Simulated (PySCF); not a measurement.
Fill in the blanks.

Compound: C8H11FSi.
Geometry (GFN2-xTB, Å), atoms numbered from 1 in this order:
```
atom  x, y, z in Å
C1     0.741    3.327    1.519
C2     0.664    2.477    0.673
Si3    0.506    1.150   -0.608
F4     0.852    1.836   -2.038
C5     1.750   -0.175   -0.306
C6     2.550   -1.053   -0.105
C7     3.514   -2.101    0.132
C8    -1.266    0.478   -0.703
C9    -1.727   -0.187    0.592
C10   -3.151   -0.718    0.480
H11    0.815    4.078    2.252
H12    3.489   -2.823   -0.684
H13    3.284   -2.613    1.067
H14    4.515   -1.677    0.198
H15   -1.341   -0.247   -1.517
H16   -1.955    1.289   -0.950
H17   -1.051   -1.009    0.837
H18   -1.673    0.535    1.410
H19   -3.462   -1.187    1.411
H20   -3.843    0.092    0.256
H21   -3.221   -1.456   -0.317
```

```csv
property,level,value
point group of the GFN2-xTB geometry,GFN2-xTB,?
"rotational constants A, B, C of the GFN2-xTB geometry",GFN2-xTB,?
dipole moment,PBE0/pcSseg-1,2.84 D
HOMO energy,PBE0/pcSseg-1,?
LUMO energy,PBE0/pcSseg-1,?
13C chemical shifts (computed TMS as zero) by class,GIAO PBE0/pcSseg-1,?
1H chemical shifts (computed TMS as zero) by class,GIAO PBE0/pcSseg-1,?
"isotropic shieldings of nuclei other than C and H, by class",GIAO PBE0/pcSseg-1,?
```

Electronic properties: PySCF, gas phase, density fitting. GFN2-xTB frequencies show an imaginary mode (25i cm⁻¹), so this geometry is no minimum at that level. NMR classes are plain means over equivalent atoms (diastereotopic ones count apart unless rotation or inversion swaps them), as if these changed places fast; in this geometry the members of some classes differ.

Question: What are the isotropic shieldings of nuclei other than C and H, by class?

Answer: 341 (F4), 381 (Si3) ppm.

Question: The 13C chemical shifts (computed TMS as zero) by class?

Answer: 112.4 (C6), 101.1 (C1), 88.3 (C2), 83.8 (C5), 24.6 (C8), 20.3 (C10), 18.8 (C9), 5.6 (C7) ppm.

Question: Give the HOMO energy.

Answer: -7.88 eV.

Question: The rotational constants A, B, C of the GFN2-xTB geometry?

Answer: 1.006, 0.721, 0.552 GHz.

Question: Give the LUMO energy.

Answer: -0.60 eV.

Question: The point group of the GFN2-xTB geometry?

Answer: C1.

Question: What are the 1H chemical shifts (computed TMS as zero) by class?

Answer: 2.10 (H12/H13/H14), 1.89 (H11), 1.36 (H18), 1.33 (H17), 1.08 (H19/H20/H21), 0.91 (H16), 0.88 (H15) ppm.

A dipole of 2.84 D is allowed in C1, and pure rotational transitions are dipole-allowed. With B = h/(8π²I), that is 505.379 GHz u Å² over I, the principal moments of inertia are 502.5, 701.2 and 915.5 u Å² (most abundant isotopes). The dipole equals about 9.5 × 10⁻³⁰ C·m (1 D = 3.33564 × 10⁻³⁰ C·m). The rotational constants make it an asymmetric top with κ = (2B − A − C)/(A − C) = -0.26, nearer the prolate limit (−1).

For the NMR shielding job (PBE0/pcSseg-1), on an Arm Neoverse N1 with one thread, no GPU, shared host with 64 logical CPUs at a one-minute load of 59, this took 93 s and 1.1 GiB of memory at its peak.

One conformer stands for the species.
